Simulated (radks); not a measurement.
The nuclear charge of neutral caesium is varied continuously with 55 electrons held in [Xe] 6s1. Method: scalar-relativistic Kohn-Sham, BLYP, spin-unpolarised, spherical densities, finite nucleus; Fermi nuclear charge, rms radius 4.8041 fm; computed with a radial shooting solver on a logarithmic mesh with Libxc functionals. By the Hellmann-Feynman theorem dE/dZ = E(electron-nucleus)/Z, the electronic potential at the nucleus (averaged over a nucleus of fixed radius). The scalar-relativistic energy here is not variational (the density holds large components alone), so the two differ by a part that grows with Z.

Z,E (hartree),E(electron-nucleus)/Z (hartree),HOMO,e(HOMO) (eV),<r> HOMO (bohr)
54.75,-7701.6004,-340.438,6s,-0.950,6.296
55,-7787.3330,-342.613,6s,-2.016,5.615
55.25,-7873.6150,-344.786,6s,-3.233,5.154
55.5,-7960.4464,-346.960,6s,-4.577,4.808
55.75,-8047.8273,-349.134,6s,-6.031,4.534
56,-8135.7580,-351.309,6s,-7.585,4.307

The central difference of E at Z = 55 is -344.029 hartree, to compare with the third column; the second derivative is -8.79 hartree.
